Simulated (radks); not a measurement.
The numbers below are computed, except where a source is named.
The vanadium ion V2+ is in [Ar] 3d3. Level of theory: non-relativistic Kohn-Sham, PBE, spin-polarised, spherical densities, point nucleus (a radial shooting solver on a logarithmic mesh with Libxc functionals). Open shells are filled with parallel spins first. One electron is removed from 3p, 3d, 2p, 3s in turn, with full relaxation. Which removal costs least, and what does each cost?

Answer. 3d 30.058 eV; 3p 66.639 eV; 3s 92.109 eV; 2p 543.17 eV. The 3d electron leaves first.
